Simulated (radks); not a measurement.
Problem. The selenium ion Se13+ is in [Ar] 3d3. All-electron calculation, scalar-relativistic Kohn-Sham, PBE, spin-polarised, spherical densities, finite nucleus; Fermi nuclear charge, rms radius of each element as measured or else 0.836 A^(1/3) + 0.57 fm. Program: a radial shooting solver on a logarithmic mesh with Libxc functionals. Open shells are filled with parallel spins first. One electron is removed from 3p, 3s, 2p, 3d in turn, with full relaxation. Which removal costs least, and what does each cost?

Solution. 3d 427.76 eV; 3p 515.76 eV; 3s 577.41 eV; 2p 1867.4 eV. The 3d electron leaves first.
